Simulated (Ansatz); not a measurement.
The As1–H2 bond of AsH3 (SMILES [AsH3]) is stretched (multiplicity 1, the rest rigid).
Geometry at rest (charge 0, multiplicity 1):
```xyz
4

As     0.00043     0.00037     0.07075
H     -0.28140     1.23234    -0.78311
H     -0.93712    -0.86192    -0.76812
H      1.20444    -0.38272    -0.78356
```

Frozen-core correlation. Filled d and f shells under p-block atoms count as core.

Codes used: Ansatz (Gaussian orbitals). Each number belongs to the level named beside it.

Energies above the point at 1.525 Å (the B3LYP-D3(BJ) bond length), FCI/6-31G (kcal/mol): 7.54 at 1.373 Å; 2.09 at 1.678 Å; 63.74 at 4.881 Å.

Problem. Take the last value as the depth D of a Morse curve D(1 − e^(−a(R − R₀)))², fit a and R₀ to the two near points, and test it at 2.059 and 2.669 Å.

Solution. 
With D = 63.7, both near points (counted from the curve's value at 1.525 Å) are met by a = 1.65 Å⁻¹ and R₀ = 1.553 Å, so k = 2Da² = 349 kcal/(mol Å²). The curve then gives 20.4 and 45.1 kcal/mol; the level itself gives 21.2 and 48.9, so Morse is off by -0.8 and -3.8.

Ansatz is a quantum-chemistry and plane-wave program.
